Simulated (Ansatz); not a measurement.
Mulliken charges of `[NH2][Nb]([NH2])(=[O])[OH]` from PBE/def2-TZVPP in Ansatz (PBE0-D4/def2-TZVP geometry).

| atom | x (Å) | y (Å) | z (Å) | charge (e) |
| --- | --- | --- | --- | --- |
| N1 | -1.614 | 0.683 | -0.112 | -0.543 |
| Nb2 | -0.048 | -0.526 | -0.162 | 1.229 |
| N3 | 1.262 | -0.025 | 1.233 | -0.542 |
| O4 | -0.601 | -2.088 | 0.199 | -0.480 |
| O5 | 0.765 | -0.514 | -1.895 | -0.487 |
| H6 | -2.554 | 0.373 | 0.086 | 0.175 |
| H7 | -1.605 | 1.683 | -0.248 | 0.145 |
| H8 | 1.543 | -0.640 | 1.982 | 0.175 |
| H9 | 1.703 | 0.877 | 1.347 | 0.146 |
| H10 | 1.233 | 0.127 | -2.427 | 0.182 |

**Question.** By hand: the dipole of these point charges (1 e Å = 4.8032 D).

**Answer.** Σ q r = (0.113, 0.597, 0.102) e Å, of length 0.616 e Å = 2.96 D.

**Question.** How does the dipole of the full density compare? (Estimate.)

**Answer.** Computed: (0.200, 0.890, 0.072) e Å, 4.40 D; the point charges give 0.67 times that, at 5° from its direction.

Point charges leave out the atoms' own dipoles, such as those of lone pairs, and Mulliken's split depends on the basis, so the two needn't agree.
